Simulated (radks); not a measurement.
Q: The table gives one normalised radial function P(r) = r R(r) of I- in [Xe] (r in bohr). All-electron calculation, scalar-relativistic Kohn-Sham, LDA (Slater exchange, VWN5 correlation), spin-unpolarised, spherical densities, point nucleus; Watson sphere of charge +1 and radius 4.06 bohr. Program: a radial shooting solver on a logarithmic mesh with Libxc functionals.

r,P
0.001456,0.0894
0.00226,0.1280
0.003481,0.1775
0.005405,0.2370
0.008326,0.2931
0.01293,0.3190
0.01991,0.2626
0.03092,0.0621
0.04763,-0.2664
0.07395,-0.5166
0.1139,-0.2721
0.1769,0.4947
0.2724,0.7117
0.423,-0.4236
0.6516,-1.3628
1.012,-0.8528
1.558,-0.1801
2.42,-0.0100
3.727,-0.0001
5.787,0.0000
8.914,0.0000

Which n and l does it have? It may be an empty orbital.

A: n = 4, l = 0: the number of nodes gives n - l - 1 = 3, the rise at small r (about r^(l+1), flatter next to the nucleus through relativity) gives l, and the extent must fit the shell. The curve is that of 4s. 4s: eigenvalue -178.10 eV, 3 radial nodes at r = 0.0339, 0.135, 0.372 bohr, <r> = 0.740 bohr, 90 % of the charge inside 1.07 bohr.
